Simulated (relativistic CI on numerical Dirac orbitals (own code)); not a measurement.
**Hyperfine structure of Tm49+, mass number 169**

Computed by Dirac-Coulomb-Breit CI, separate exchange-only KLI orbitals for each configuration, model QED, unscaled Slater integrals (own radial code, finite nucleus).

Configuration list (outside the closed core [Ne]): 3s2.3p6.3d2, 3s2.3p5.3d3, 3s.3p6.3d3, 3s2.3p6.3d.4s, 3s2.3p6.3d.4p, 3s2.3p6.3d.4d, 3s2.3p5.3d2.4s, 3s2.3p6.3d.4f, 3s2.3p5.3d2.4p, 3s2.3p5.3d2.4d, 3p6.3d4, 3p5.3d5, 3p5.3d4.4s, 3p6.3d3.4s, 3p5.3d3.4s2. Double excitations out of closed p, d and f shells are left out; levels of such configurations are missing from the list, as are those of other unlisted configurations, and high levels can miss mixing partners. These lack a partner that the ground configuration has and come out too high: 3s2.3p5.3d2.4p, 3s2.3p5.3d2.4d.

Nuclear spin I = 1/2, μ = -0.231 μN (tables of Stone and Pyykkö). The electronic factors are computed for point nuclear moments, without core polarisation or the Bohr-Weisskopf and QED corrections.

```tsv
Level	E (cm⁻¹)	A (MHz)
3s2.3p6.3d2 3F_2	0	-38970
3s2.3p6.3d2 3F_3	412117	-22230
3s2.3p6.3d2 1G_4	514719	-23580
3s2.3p6.3d2 3P_1	526559	1720
3s2.3p6.3d2 3F_4	888550	-16000
```

Levels with J = 0, under 50 % of one LS term, or S terms without an open s electron are left out. Small factors come from cancelling terms and can be off by tens of per cent or more.

At this charge energies of transitions that change n are usually good to better than 1 %, and those within a shell (Δn = 0) to a few per cent.

(1) Give the hyperfine levels of 3s2.3p6.3d2 3F_2 relative to its centre of gravity.

Answers

(1) With K = F(F + 1) − I(I + 1) − J(J + 1), E = AK/2: F = 3/2: 58460, F = 5/2: -38970 MHz.

LS names give the leading component of a level, which can be under half, so a name can repeat, a term be missing and a line seem to break the LS rules.
